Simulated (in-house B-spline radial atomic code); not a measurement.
Configurations of F, with energies counted from [He] 2s2 2p5. Computed with a B-spline radial code for spherical atoms: non-relativistic r2SCAN, spin-polarised, spherical fractional occupations, point nucleus. Shells without spins written out take the highest spin.

Occupations are held fixed; configurations that lie above the ionisation limit could autoionise.

```json
{"configuration": "[He] 2s2 2p4 3p1", "E - E(ref) (eV)": "14.868", "highest orbital": "3p up", "its <r> (bohr)": "6.157"}
{"configuration": "[He] 2s(1 up, 0 down) 2p6", "E - E(ref) (eV)": "19.78", "highest orbital": "2p down", "its <r> (bohr)": "1.126"}
{"configuration": "[He] 2s1 2p5 3d1", "E - E(ref) (eV)": "36.468", "highest orbital": "3d up", "its <r> (bohr)": "10.67"}
```

Task: Order these further configurations by energy, lowest first.
A. [He] 2s1 2p5 3s1
B. [He] 2s2 2p4 3d1
C. [He] 2s(0 up, 1 down) 2p(2 up, 3 down) 3p(0 up, 1 down)
D. [He] 2s2 2p4 3s1

Result: D (13.051 eV), B (16.267 eV), A (33.216 eV), C (35.063 eV).
